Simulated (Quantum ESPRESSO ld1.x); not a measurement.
Values are calculated unless marked as measured or tabulated.
These are the eigenvalues of the occupied orbitals of an atom or ion with whole-number occupations (hartree). Code: ld1.x of Quantum ESPRESSO 7.5. Model: Dirac Kohn-Sham, BLYP, spin-unpolarised, spherical densities, point nucleus.

orbital  eigenvalue
1s1/2      -975.698
2s1/2      -145.944
2p1/2      -135.969
2p3/2      -128.892
3s1/2      -28.2665
3p1/2      -24.2696
3p3/2      -23.0059
3d3/2      -15.9296
3d5/2      -15.6728
4s1/2      -5.18825
4p1/2      -3.90009
4p3/2      -3.68188
4d3/2      -1.69509
4d5/2      -1.66665

Which element is it, and in what charge state? The configuration may be excited. Open shells, if any, fill j = l - 1/2 first.

Answer. Z = 48, cadmium, charge +3: Cd3+ in [Kr] 4d9. The list shows which subshells hold electrons but not how many an open one holds; the 1s level, -975.7 hartree, gives Z - s = 44.2 by -(Z - s)^2/2, which with screening and relativity narrows Z to a few neighbours, and the depths of the outer levels then fix element, charge and occupations together.
